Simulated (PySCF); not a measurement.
**Partial charges of `CC(C)(C)[SiH2][SiH2][SiH2][SiH3]`**

C₄H₁₈Si₄.
Geometry (PBE0-D3(BJ)/def2-SVP, Å), atoms numbered from 1 in this order:
```xyz
26
C4H18Si4 angstrom
C     -2.321    1.094   -1.483
C     -2.202    0.763    0.007
C     -2.857    1.864    0.844
C     -2.868   -0.583    0.301
Si    -0.352    0.660    0.483
Si     0.855   -0.865   -0.835
Si     2.890   -1.294    0.245
Si     3.954    0.753    0.662
H     -3.383    1.177   -1.773
H     -1.835    2.051   -1.732
H     -1.868    0.313   -2.116
H     -3.933    1.937    0.604
H     -2.774    1.663    1.924
H     -2.407    2.851    0.649
H     -3.942   -0.541    0.050
H     -2.424   -1.401   -0.291
H     -2.788   -0.857    1.365
H      0.299    2.002    0.326
H     -0.218    0.258    1.921
H      0.094   -2.140   -1.037
H      1.130   -0.273   -2.185
H      3.776   -2.188   -0.567
H      2.612   -1.968    1.554
H      3.075    1.589    1.538
H      4.178    1.486   -0.622
H      5.271    0.560    1.345
```

Density: PBE0/pcSseg-1 (PySCF); schemes: Mulliken, IAO, Hirshfeld and ESP-fitted. The structure is a single PBE0-D3(BJ)/def2-SVP conformer in the gas phase; no vibrational or solvent corrections.

Q: Atoms with like bonding are taken together and averaged. Do the Mulliken, IAO, Hirshfeld and ESP-fitted schemes agree on where the charge is lowest?

A: The schemes don't all agree: Mulliken C2 (-0.751); IAO C1/C3/C4 (-0.403); Hirshfeld C1/C3/C4 (-0.116); ESP-fitted C1/C3/C4 (-0.538).

Q: For which atoms does the sign change between the 4 schemes (beyond +0.03 e in one, beyond −0.03 e in another)?

A: C2.

Q: Do the Mulliken, IAO, Hirshfeld and ESP-fitted schemes agree on where the charge is highest?

A: The schemes don't all agree: Mulliken Si5 (+0.352); IAO Si5 (+0.436); Hirshfeld Si5 (+0.233); ESP-fitted C2 (+0.591).

Q: What partial charge does each atom carry?

A: In e; atoms taken as equivalent share a row and are averaged (×n: the atom named and its like, n in all):

```tsv
atom	environment	Mulliken	IAO	Hirshfeld	ESP-fitted
C1/C3/C4	methyl carbon	-0.188	-0.403	-0.116	-0.538
C2	sp3 carbon bound to silicon	-0.751	-0.179	-0.052	+0.591
Si5	SiH2 silicon	+0.352	+0.436	+0.233	+0.076
Si6	SiH2 silicon	-0.010	+0.127	+0.136	+0.068
Si7	SiH2 silicon	-0.001	+0.150	+0.142	+0.142
Si8	SiH3 silicon	+0.200	+0.280	+0.208	+0.187
H9 (×9)	methyl hydrogen	+0.121	+0.133	+0.038	+0.125
H18/H19	Si–H hydrogen	-0.036	-0.103	-0.078	-0.071
H20/H21	Si–H hydrogen	-0.019	-0.081	-0.073	-0.056
H22/H23	Si–H hydrogen	-0.022	-0.079	-0.072	-0.065
H24/H25/H26	Si–H hydrogen	-0.054	-0.091	-0.072	-0.064
```

Mean size of the charges over all atoms: IAO 0.169 e, ESP-fitted 0.168 e, Mulliken 0.126 e, Hirshfeld 0.082 e. Each set sums to the total charge, 0, to within 0.001 e. The Hirshfeld scheme divides the density at each point in proportion to the densities of the neutral, spherically averaged free atoms.

Some averages cover members that differ in this geometry: C1/C3/C4, ESP-fitted -0.558 to -0.522 e.

Q: Sum the charges by element.

A: 
```csv
element,atoms,Mulliken,IAO,Hirshfeld,ESP-fitted
C,4,-1.313,-1.390,-0.398,-1.023
Si,4,+0.541,+0.993,+0.720,+0.473
H,18,+0.772,+0.397,-0.321,+0.549
```

Q: How many electrons does the Mulliken scheme count on Si5?

A: Z − q = 14 − (+0.352) = 13.648.
